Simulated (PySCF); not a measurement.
Computed IR spectrum (relative IR intensity) of a molecule C6H6. Coordinates come from a B3LYP-D3(BJ)/def2-SVP optimisation. The values are those of a single conformer. All values below come from B3LYP-D3(BJ)/def2-SVP (PySCF). Frequencies are harmonic and unscaled.

ν (cm⁻¹): 269 (w), 469 (w), 618 (w), 682 (s), 704 (m), 927 (s), 944 (vw), 951 (m), 1025 (m), 1050 (w), 1324 (w), 1401 (w), 1647 (m), 3145 (vw), 3160 (w), 3247 (w), 3259 (vw), 3471 (vs) (against the strongest line: vs over 80 %, s over 45 %, m over 15 %, w over 4 %, vw less)

Question: Which molecule gave these data?
(A) C=CC#CC=C
(B) c1ccccc1
(C) C#CC(=C)C=C
(D) C#CC1=CCC1

Answer: C, C#CC(=C)C=C
